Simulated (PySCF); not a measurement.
Al(OH)(PH2)2 (AlH₅OP₂), SMILES [OH][Al]([PH2])[PH2]. Atoms are numbered in the order given.

```xyz
9

Al     0.3280    -0.1893    -0.1070
O      1.7730    -0.9099    -0.6610
H      2.4809    -1.3049    -0.1446
P     -0.1266     0.0543     2.1815
H      0.2723    -1.2858     2.4881
H     -1.5058    -0.2854     2.0138
P     -0.9807     0.7865    -1.7745
H     -2.2083     0.3701    -1.1688
H     -0.8789    -0.3666    -2.6143
```
Charge 0, spin multiplicity 1.

Geometry optimised at B3LYP-D3(BJ)/def2-SVP. The structure was generated by enumeration; whether it is a known compound was not checked. The values are those of a single conformer.

Two levels are set side by side: PBE/pcSseg-1 (PySCF) and PBE0/pcSseg-1 (PySCF). GIAO shifts against H2O (¹⁷O), PH3 (³¹P), TMS (¹H) at the same level; non-relativistic, no solvent, atoms listed together averaged. Differences are taken from unrounded values.

```tsv
quantity	PBE0
δ(¹⁷O) of O2 (ppm)	91.6
δ(¹H) of H3 (ppm)	3.46
```

What does PBE give, and how far is it from PBE0? (An estimate is asked for; the answer gives what the named calculation found.)


```json
[
 {"quantity": "δ(¹⁷O) of O2 (ppm)", "PBE": "109.4", "PBE minus PBE0": "17.8"},
 {"quantity": "δ(¹H) of H3 (ppm)", "PBE": "3.76", "PBE minus PBE0": "0.30"}
]
```

Rough cost on one machine, each run with all the roots and properties that it gave: PBE0 against PBE within a factor of 2.
